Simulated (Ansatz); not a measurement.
A made-up structure of B₂H₃OF, singlet:

```xyz
7
angstrom
B -0.7344 0.9738 -0.1538
B 0.2848 -0.3751 -0.1343
O 0.6974 -0.9368 1.0234
F 0.7042 -0.9139 -1.2915
H 0.6410 -0.3662 1.8058
H -0.3007 2.0891 -0.1602
H 1.2742 -1.6981 0.8942
```

It is relaxed with PBE-D4/def2-SVP and then PBE0-D4/def2-TZVP (Ansatz 0.2.0). Atoms count as bonded within 1.22 times the sum of their covalent radii (H–H: 0.88 Å). The end point is not checked to be a true minimum.

Task: Does its bonding change? (A judgement: the text doesn't fix the answer.)

Result: The calculation gives: No: no bond forms or breaks.

Where it ends: The first stage lowers the energy by 1.45 eV in 13 steps. It ends as B₂H₃OF ([BH][B]([OH2])[F]):
```csv
atom,x (Å),y (Å),z (Å)
B1,-0.4194,1.1150,-0.2359
B2,0.4509,-0.1365,-0.2806
O3,0.6320,-0.8160,1.1737
F4,1.1503,-0.9040,-1.1477
H5,1.5611,-0.8420,1.4417
H6,-1.0972,2.0765,-0.1569
H7,0.2888,-1.7203,1.1893
```

Labels in which every atom is bracketed show which atoms are joined, not bond orders.

For scale, one of the runs: PBE0-D4/def2-TZVP relaxation, 142 basis functions, launched by `ansatz run in.yaml --threads 2 --pin off --events-out ev --progress --plain --max-ram 4352MiB`. The run took about 16 s on 2 CPU threads of an Arm Neoverse V2 (shared host).
